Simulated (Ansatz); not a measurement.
Basis-set extrapolation for `FB(Cl)Cl` (PBE0-D4/def2-TZVP geometry, frozen core, Ansatz). Multiplicity 1, RHF reference.

```csv
,def2-TZVPP,def2-QZVPP
HF,-1043.348766,-1043.379485
MP2 correlation,-0.717275,-0.786537
CCSD(T) correlation,-0.777925,-0.847094
```

Energies in hartree. Use E(X) = E(∞) + A·exp(−7.88·√X) for Hartree–Fock and E(X) = E(∞) + B·X^(−2.97) for correlation, with X = 3 and 4.

Problem. What is the CCSD(T) energy at the basis-set limit?

Solution. HF limit: -1043.379485 + (-0.030719) × 0.13774 = -1043.38372. Correlation limit: -0.847094 + (-0.069169) × 0.74074 = -0.89833. Total: -1044.28205 hartree, 407.9 kJ/mol below CCSD(T)/def2-TZVPP.
